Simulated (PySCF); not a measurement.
Input of a run on `[AlH]1[CH2]CC[C@@H]1B`: the job's settings, then the atoms in Å.
```
{"job": {"kind": "uv", "xc": "B3LYP", "basis": "def2-SVPD", "solvent": "water", "nstates": 6, "ntriplets": 0}, "charge": 0, "multiplicity": 1}
B      2.239340     0.209769     0.600213
C      1.133949    -0.128206    -0.350878
C      0.067925    -1.204197    -0.143211
C     -1.341553    -0.737591    -0.538735
C     -1.683773     0.591975     0.151382
Al     0.043706     1.520498     0.149997
H      3.133528     0.963623     0.275749
H      2.189491    -0.169646     1.757193
H      1.300488     0.126075    -1.419130
H      0.069224    -1.501006     0.920723
H      0.341158    -2.109945    -0.711054
H     -1.370500    -0.597763    -1.634942
H     -2.080104    -1.526612    -0.315209
H     -2.537413     1.115009    -0.306963
H     -1.966010     0.414778     1.208429
H      0.455285     3.039169     0.346866
```

Method: TDDFT B3LYP/def2-SVPD, vertical, IEF-PCM water (non-equilibrium linear response), core orbitals frozen in the response (PySCF, density fitting); geometry PBE0-D3(BJ)/def2-SVP, gas phase, not relaxed in the solvent; ε = 78.36, cavity from Bondi-type radii × 1.2. The static polarisability takes the continuum's full static response.

Task: Give the output.

Result: 
```
coarse grid: 13256 points
cycle   1  E = -425.3846499344  dE =  3.159e-01  |g| = 5.296e-01  |ddm| = 5.673e+00
cycle   2  E = -425.3255974723  dE =  5.905e-02  |g| = 7.005e-01  |ddm| = 1.764e+00
cycle   3  E = -425.4663116242  dE = -1.407e-01  |g| = 8.130e-02  |ddm| = 9.816e-01
cycle   4  E = -425.4681494788  dE = -1.838e-03  |g| = 2.608e-02  |ddm| = 2.349e-01
cycle   5  E = -425.4683528578  dE = -2.034e-04  |g| = 7.044e-03  |ddm| = 5.900e-02
cycle   6  E = -425.4683648576  dE = -1.200e-05  |g| = 2.303e-03  |ddm| = 1.390e-02
cycle   7  E = -425.4683663389  dE = -1.481e-06  |g| = 3.302e-04  |ddm| = 3.810e-03
final grid: 121656 points
cycle   8  E = -425.5416610655  dE = -3.363e-05  |g| = 5.049e-03  |ddm| = 1.048e-01
cycle   9  E = -425.5416523053  dE =  8.760e-06  |g| = 7.559e-03  |ddm| = 1.646e-02
cycle  10  E = -425.5416681321  dE = -1.583e-05  |g| = 3.791e-04  |ddm| = 9.684e-03
cycle  11  E = -425.5416681677  dE = -3.560e-08  |g| = 1.487e-04  |ddm| = 1.131e-03
cycle  12  E = -425.5416681734  dE = -5.697e-09  |g| = 4.371e-05  |ddm| = 2.678e-04
cycle  13  E = -425.5416681738  dE = -4.814e-10  |g| = 1.112e-05  |ddm| = 9.396e-05
converged SCF energy = -425.5416681738

Static polarisability (au): isotropic 127.160, principal 109.588 127.709 144.183

Singlet excitations
state   eV       nm        f      main configurations
  1   4.5945    269.9   0.03408   H->L 0.95
  2   4.9909    248.4   0.00747   H-1->L 0.96
  3   5.8545    211.8   0.00356   H-2->L 0.93
  4   6.1037    203.1   0.07710   H->L+1 0.41, H-3->L 0.40, H-4->L 0.09
  5   6.2323    198.9   0.10296   H->L+1 0.49, H-3->L 0.35
  6   6.4312    192.8   0.03830   H->L+2 0.78, H-1->L+1 0.15
```

The cycles run first on a coarse grid and then on the final one, and are numbered through; the first dE on the final grid is taken against the last density's energy on that grid. Energies include the polarisation term of the continuum.

Task: The same input without solvent ends at -425.534055 Eh. What does the continuum change?

Result: The energy falls by 0.007613 Eh, 4.78 kcal/mol; the polarisation term alone is -5.77 kcal/mol. HOMO -7.20 → -6.95 eV, LUMO -1.84 → -1.40 eV, dipole 2.12 → 2.90 D. The SCF took 13 cycles in the solvent and 13 in the gas phase.
